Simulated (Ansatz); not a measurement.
Cost and result up the ladder for Pb₂Se₃ (the lowest singlet isomer of a short search) (5 atoms). Total charge 0; singlet. Geometry: PBE-D4/def2-SVP.

```xyz
5

Pb    0.923    0.864   -1.342
Pb   -0.226   -1.127    1.442
Se   -1.227    1.468    0.543
Se   -1.701   -0.366   -0.964
Se    2.231   -0.840    0.320
```

Ansatz on 4 threads of Arm Neoverse V1 on a shared host. Times are rough, and most runs start from the orbitals of an earlier one. r2SCAN0-D4/def2-TZVP serves as the yardstick here, not as an exact answer. Differences are given only for rows in sets of like size (and for xTB, whose basis is part of the method), since another set adds its own error. Binding counts from free atoms at the same level (Pb triplet, Se triplet; other spins of the atoms weren't run), without zero-point energy or a counterpoise term.

In the def2 sets Pb takes a core potential; there is no spin–orbit coupling. Correlated methods freeze 35 core orbitals; core or outer-core shells of Pb, Se are correlated, in sets that lack core-valence functions. The rows differ in basis, and correlated rows in double-zeta sets carry the largest basis error. The structure comes from a short search, and lower isomers may exist.

Correlated methods converge slowly with the basis, most of all in double-zeta sets.

```json
{"level": "PBE-D4/def2-SVP", "functions": "148", "wall time": "2.5 s", "binding energy per atom (eV)": "2.93", "difference from r2SCAN0-D4/def2-TZVP (eV)": "–"}
{"level": "PBE-D4/def2-TZVP", "functions": "244", "wall time": "4.9 s", "binding energy per atom (eV)": "2.94", "difference from r2SCAN0-D4/def2-TZVP (eV)": "0.32"}
{"level": "PBE0-D4/def2-SVP", "functions": "148", "wall time": "4.9 s", "binding energy per atom (eV)": "2.73", "difference from r2SCAN0-D4/def2-TZVP (eV)": "–"}
{"level": "PBE-D4/def2-TZVPD", "functions": "283", "wall time": "8 s", "binding energy per atom (eV)": "2.94", "difference from r2SCAN0-D4/def2-TZVP (eV)": "0.32"}
{"level": "r2SCAN-D4/def2-TZVP", "functions": "244", "wall time": "12 s", "binding energy per atom (eV)": "2.78", "difference from r2SCAN0-D4/def2-TZVP (eV)": "0.15"}
{"level": "PBE0-D4/def2-TZVP", "functions": "244", "wall time": "15 s", "binding energy per atom (eV)": "2.76", "difference from r2SCAN0-D4/def2-TZVP (eV)": "0.14"}
{"level": "MP2/def2-TZVP", "functions": "244", "wall time": "15 s", "binding energy per atom (eV)": "2.77", "difference from r2SCAN0-D4/def2-TZVP (eV)": "0.14"}
{"level": "RPA@PBE/def2-TZVP", "functions": "244", "wall time": "15 s", "binding energy per atom (eV)": "2.39", "difference from r2SCAN0-D4/def2-TZVP (eV)": "-0.23"}
{"level": "r2SCAN-D4/def2-TZVPD", "functions": "283", "wall time": "17 s", "binding energy per atom (eV)": "2.78", "difference from r2SCAN0-D4/def2-TZVP (eV)": "0.15"}
{"level": "PBE0-D4/def2-TZVPD", "functions": "283", "wall time": "18 s", "binding energy per atom (eV)": "2.76", "difference from r2SCAN0-D4/def2-TZVP (eV)": "0.14"}
{"level": "B97M-V/def2-TZVP", "functions": "244", "wall time": "21 s", "binding energy per atom (eV)": "2.79", "difference from r2SCAN0-D4/def2-TZVP (eV)": "0.17"}
{"level": "r2SCAN0-D4/def2-TZVP (with forces)", "functions": "244", "wall time": "25 s", "binding energy per atom (eV)": "2.63", "difference from r2SCAN0-D4/def2-TZVP (eV)": "0.00"}
{"level": "CCSD(T)/def2-SVP", "functions": "148", "wall time": "65 s", "binding energy per atom (eV)": "2.31", "difference from r2SCAN0-D4/def2-TZVP (eV)": "–"}
```
